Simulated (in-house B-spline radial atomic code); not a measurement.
A calculation on neutral iodine: its settings, and results tabulated from the run. Computed with a B-spline radial code for spherical atoms: scalar-relativistic (X2C) Hartree-Fock, spin-polarised, averaged over the determinants with the given up and down occupations, Fermi nucleus of rms radius 4.75 fm, inside a hard spherical wall at 3.04 bohr.

Command:
```bash
python run_scf.py task.json out
```
Settings (nuclear radius in fm, mass in u):
```
Z                53
configuration    [Kr] 4d10 5s2 5p5
hamiltonian      x2c
method           hf
spin_polarised   True
nucleus          fermi
rms_radius       4.75
atomic_mass      126.90447
speed_of_light   137.035999084
wall_radius      3.04
```

Output (hartree, bohr):
```
 radial grid: 60 intervals, B-splines of order 8, outer radius 3.04 bohr

 iter        energy (Eh)    residual
    1       -7109.018774    5.30e-01
    2       -7109.937150    1.15e-01
    3       -7110.265181    2.74e-02
    4       -7110.282714    6.86e-03
    5       -7110.283462    3.19e-03
    6       -7110.283743    2.66e-04
    7       -7110.283745    2.03e-05
    8       -7110.283745    1.03e-05
    9       -7110.283745    6.77e-07
   10       -7110.283745    4.04e-08

 total energy                     -7110.28374
 kinetic                            7552.8087
 electron-nucleus                 -17338.5188
 electron-electron                  2675.4263

 orbital      occ     eigenvalue          <r>       <r^2>       <1/r>       r_max
 1s up      1.000     -1224.1441    0.0266064 0.000969628      59.713     0.01682
 1s down    1.000     -1224.1392    0.0266063 0.000969622     59.7131     0.01682
 2s up      1.000      -192.1393     0.116488   0.0160719     13.6169     0.09889
 2s down    1.000      -192.1373     0.116487   0.0160716     13.6169     0.09889
 2p up      3.000      -172.2361     0.102224   0.0127754     12.5183     0.07919
 2p down    3.000      -172.2315     0.102227   0.0127759     12.5181     0.07919
 3s up      1.000       -39.7586     0.312317    0.111612     4.81962       0.285
 3s down    1.000       -39.7532     0.312317     0.11161     4.81939       0.285
 3p up      3.000       -33.1377     0.310564    0.111939     4.48243      0.2789
 3p down    3.000       -33.1300       0.3106    0.111964     4.48176       0.279
 3d up      5.000       -23.1691     0.287819   0.0979032     4.20644      0.2318
 3d down    5.000       -23.1661     0.287806   0.0978927     4.20658      0.2318
 4s up      1.000        -7.0702     0.742217    0.621868     1.89328      0.6809
 4s down    1.000        -7.0560     0.742569    0.622327     1.89167      0.6812
 4p up      3.000        -4.9018     0.795444    0.720899     1.71439      0.7155
 4p down    3.000        -4.8858     0.797498    0.724926     1.70962      0.7164
 4d up      5.000        -1.6313     0.938112     1.02943      1.4078      0.7842
 4d down    5.000        -1.6200      0.93327     1.01725     1.41341      0.7838
 5s up      1.000        -0.3874      1.71363     3.18719    0.741487       1.687
 5s down    1.000        -0.2645      1.71136     3.18095    0.744131       1.683
 5p up      3.000         0.2747      1.79728     3.49761    0.703766       1.832
 5p down    2.000         0.3347      1.79631     3.49709    0.706801       1.834
```

Time taken, with all properties: 0.22 s on 1 thread of Arm Neoverse V1, on a shared host.

One-electron X2C: radii and densities carry no picture-change correction, so inner-shell <1/r> comes out high (for 1s by about 2 % at Z = 33, 5 % at 54, 10 % at 75, 30 % at 118) and <r> low.
